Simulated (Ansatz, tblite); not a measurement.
Cost and result up the ladder for [CuBr3(NH3)]- (CuBr3NH3⁻) (8 atoms). Charge -1, multiplicity 2. Geometry: PBE-D4/def2-SVPD.

```xyz
8

Cu    0.504    0.790    0.044
Br    0.993    0.382   -2.347
Br    0.808    3.144    0.162
Br    0.940    0.150    2.394
N    -0.696   -0.891   -0.051
H    -1.290   -0.985    0.779
H    -0.026   -1.666   -0.056
H    -1.234   -0.923   -0.924
```

Ansatz on 4 threads of Arm Neoverse V2 on a shared host; xTB runs through tblite on one thread. Times are rough, summed over both states, and most runs start from the orbitals of an earlier one. PBE0-D4/def2-TZVPD serves as the yardstick here, not as an exact answer. The other state is a triplet.

The xTB rows come from tblite. B3LYP takes the VWN-RPA correlation. HOMO above LUMO, or a gap near zero within one spin, warns that the state may not be the lowest or that an electron is smeared out. No other spin state of charge -1 was run. The order of the spin states hangs on the level: the singlet lies 0.24 eV below the triplet at PBE-D4/def2-TZVPD, but 0.04 eV above it at PBE0-D4/def2-TZVPD. The singlet is doubtful at PBE0-D4/def2-TZVPD (restricted singlet with a triplet 0.04 eV lower at the same geometry).

Raw xTB energies of ions are shifted by several eV, and xTB has no spin-polarisation term.

```csv
level,functions,wall time,vertical IE (eV),difference from PBE0-D4/def2-TZVPD (eV),remarks
GFN1-xTB,46,0.016 s,7.78,3.16,–
GFN2-xTB,43,0.019 s,9.04,4.42,–
PBE-D4/def2-TZVPD,283,45 s,4.18,-0.43,"gap within one spin near zero (triplet), lower spin may lie lower (triplet)"
B3LYP-D4/def2-TZVPD (with forces),283,68 s,4.57,-0.05,–
PBE0-D4/def2-TZVPD,283,68 s,4.62,0.00,–
```
